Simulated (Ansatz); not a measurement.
```yaml
crystal:
  periodic: [false, false, false]
  atoms:
    - {symbol: Se, position_ang: [-3.723255, -0.857469, -1.007879]}
    - {symbol: Sn, position_ang: [-0.149165, 0.800541, 0.950287]}
    - {symbol: Se, position_ang: [3.094866, -2.143244, 1.359518]}
    - {symbol: H, position_ang: [-2.677290, -0.575728, -3.320148]}
    - {symbol: H, position_ang: [0.827400, 3.093174, -0.651388]}
    - {symbol: H, position_ang: [-0.958546, 1.509260, 3.705046]}
    - {symbol: H, position_ang: [3.692562, -1.944928, -1.115065]}
basis:
  gaussian: {orbitals: def2-SVPD, point_charges: [{charge: 1.00, position_ang: [5.826, -0.600, 0.048]}]}
hamiltonian: {xc: {name: revPBE0}, dispersion: d3bj}
output: {forces: true}
```

```sh
$ ansatz run in.yaml --threads 4 --pin off --events-out ev --progress --plain --max-ram 10444MiB
```

Output, abridged:

```
Functional definition: revPBE0
1524 factors; integrals over basis functions are off by at most 4.7e-4 eV
mean field evaluation 1: about -136522.9073 eV, gradient 5.1e1 eV
mean field evaluation 2: about -136210.7470 eV, gradient 1.3e2 eV
mean field evaluation 4: about -136544.4485 eV, gradient 3.8e1 eV
mean field evaluation 8: about -136544.4536 eV, gradient 3.8e1 eV
mean field evaluation 16: about -136558.4001 eV, gradient 8.6e-1 eV
mean field evaluation 32: about -136556.6952 eV, gradient 1.2e1 eV
mean field evaluation 64: about -136558.2293 eV, gradient 3.8e0 eV
mean field evaluation 96: about -136557.8489 eV, gradient 7.6e0 eV
mean field -136558.40502116 eV, -5018.4288219163 hartree, gradient 8.2e-6 eV, S^2 0.000000; 8 other end points of the search recorded, 0 dependent functions left out
reference -136558.40509757 eV, -5018.4288247243 hartree; 47, 47 occupied and 99, 99 virtual orbitals, 1524 factors
Total energy: -136558.66731722 eV, -5018.4384611186 hartree
Atom 0 at    -3.723255    -0.857469    -1.007879 Å, force     1.652297     0.523621    -2.208086 eV/Å
Atom 1 at    -0.149165     0.800541     0.950287 Å, force    -0.041860     1.023197     0.400344 eV/Å
Atom 2 at     3.094866    -2.143244     1.359518 Å, force     0.954966     1.085325    -2.839706 eV/Å
Atom 3 at    -2.677290    -0.575728    -3.320148 Å, force    -1.121750    -0.296153     2.498291 eV/Å
Atom 4 at     0.827400     3.093174    -0.651388 Å, force    -0.520895    -1.288440     0.903593 eV/Å
Atom 5 at    -0.958546     1.509260     3.705046 Å, force     0.467426    -0.386445    -1.531864 eV/Å
Atom 6 at     3.692562    -1.944928    -1.115065 Å, force    -0.388547    -0.045620     2.487907 eV/Å
Dipole moment:    -2.588496     0.830141     0.001139 e Å
```

Task: What is wrong with this run?

Result: The coordinates are in bohr but typed as ångström. The run converged. The result belongs to that input, not to the molecule as meant.
